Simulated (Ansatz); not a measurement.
`[CH3][Al]([F])[F]` + H₂S → `[CH3][Al]([F])[SH]` + H–F at 400 K and 1 bar (ligand exchange at the Al–F bond).

Calculated with Ansatz (gas phase, PBE0-D4/def2-TZVP geometries, no zero-point term in ΔE). CCSD(T)/CBS is the MP2 limit (def2-TZVPP, def2-QZVPP) plus CCSD(T) − MP2 in def2-TZVPP, frozen cores. This one scheme is used for every species. One conformer a species, not always the lowest.

| species | CCSD(T)/CBS energy (Eh) | H − E (kJ/mol) | S (J/(mol·K)) |
| --- | --- | --- | --- |
| `[CH3][Al]([F])[F]` | -481.63134 | 133.7 | 354.6 |
| H₂S | -398.97279 | 53.4 | 215.9 |
| `[CH3][Al]([F])[SH]` | -780.18144 | 156.3 | 377.9 |
| H–F | -100.39570 | 36.5 | 182.2 |

H − E and S are ideal-gas, rigid-rotor, harmonic terms from PBE0-D4/def2-TZVP, for one conformer and one mirror image of each species. 1 Eh = 2625.50 kJ/mol, R = 8.31446 J/(mol·K).

Q: By hand: ΔE, ΔH, ΔS and ΔG.

A: ΔE = (-780.18144) + (-100.39570) − (-481.63134) − (-398.97279) = 0.02699 Eh = 70.9 kJ/mol. Δ(H − E) = 156.3 + 36.5 − 133.7 − 53.4 = 5.7, so ΔH = 76.6 kJ/mol. ΔS = 377.9 + 182.2 − 354.6 − 215.9 = -10.4 J/(mol·K). ΔG = 76.6 − 400 × (-10.4)/1000 = 80.8 kJ/mol.

Q: By hand: the equilibrium constant, and the temperature at which ΔG would vanish if ΔH and ΔS stayed fixed.

A: log₁₀ K = −ΔG/(RT ln 10) = -10.6. ΔH and −TΔS have one sign here, so there is no such temperature.

The number of gas molecules stays the same, so ΔS is small and ΔH decides. A doubt of 5 kJ/mol in ΔE shifts log₁₀ K by 0.7 here. Other conformers and mirror images would add mixing entropy, several J/(mol·K) or more a flexible species. Modes under 60 cm⁻¹, often nearly free rotors, make the harmonic entropy too high. These are equilibria of isolated gas molecules and say nothing of rates. Largest T1 diagnostic: 0.012 (customary marks: 0.02 for closed shells, 0.045 for open ones).

ΔS is within the doubt of such terms, so its sign, and with it that verdict, could turn.
